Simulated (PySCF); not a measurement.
Distorted geometries of [ReO3(H2O)2]+

[ReO3(H2O)2]+ (singlet). PySCF 2.14.0, RKS TPSS, Re def2-SVP with ECP60, O def2-SVP, H def2-SVP; non-relativistic Hamiltonian with scalar-relativistic core potentials where named; density fitting; no spin-orbit coupling. Relaxed geometry:

```xyz
10

Re    0.0329    0.1586    0.1018
O     0.5361   -0.1667    1.7008
O     1.3714   -0.0916   -0.9289
O    -0.3035    1.8336    0.0458
O    -1.9790   -0.1277   -0.5830
H    -2.3709   -0.9940   -0.8268
H    -2.5860    0.6149   -0.7977
O    -0.3971   -2.1112   -0.1217
H    -0.3954   -2.6187    0.7201
H     0.2457   -2.5715   -0.7063
```

Q: Order these distorted geometries by energy above the relaxed one, lowest first.
A.
```xyz
10

Re   -0.0273    0.3856    0.2056
O     0.5121   -0.1616    1.8494
O     1.3044    0.0634   -1.0105
O    -0.2735    1.7047    0.0837
O    -1.9222    0.0286   -0.6852
H    -2.4557   -0.9886   -0.8843
H    -2.5412    0.5176   -0.7261
O    -0.3325   -2.2890   -0.1752
H    -0.2793   -2.7893    0.7288
H     0.1695   -2.5456   -0.7820
```
B.
```xyz
10

Re   -0.1621    0.0975    0.1221
O     0.5976   -0.0310    1.7604
O     1.3896   -0.0691   -0.9802
O    -0.3057    1.9232    0.0609
O    -1.9624   -0.2049   -0.6037
H    -2.2669   -1.0647   -0.9579
H    -2.5329    0.5958   -0.7754
O    -0.3534   -2.1740   -0.0904
H    -0.3492   -2.5413    0.6538
H     0.0997   -2.6059   -0.5855
```
C.
```xyz
10

Re   -0.0722    0.2642    0.1208
O     0.6630   -0.1767    1.7469
O     1.4852   -0.2106   -0.8642
O    -0.4467    1.8053   -0.0262
O    -2.2089   -0.0909   -0.5790
H    -2.4872   -1.1047   -0.8964
H    -2.4644    0.6109   -0.6062
O    -0.2625   -2.2903   -0.1136
H    -0.3460   -2.2404    0.6413
H     0.2939   -2.6411   -0.8192
```

A: B (4.15 eV), C (7.96 eV), A (10.73 eV).

Q: Which forces (eV/Å) act in the one that lies 10.73 eV up?

A: 
```
Re   12.96 -54.99   2.96
O    -1.09   1.99  -2.54
O    -2.68   0.92   2.63
O    -8.85  51.50  -3.28
O    11.05 -15.77   0.08
H     2.76   3.47   0.88
H   -13.99  12.05  -0.86
O    -8.37   4.39  11.06
H     0.42   0.82  -2.52
H     7.79  -4.39  -8.40
```
Forces carry noise of the integration grid, about 0.01 to 0.03 eV/Å.

No frequency check is given that shows the relaxed geometry to be a minimum.
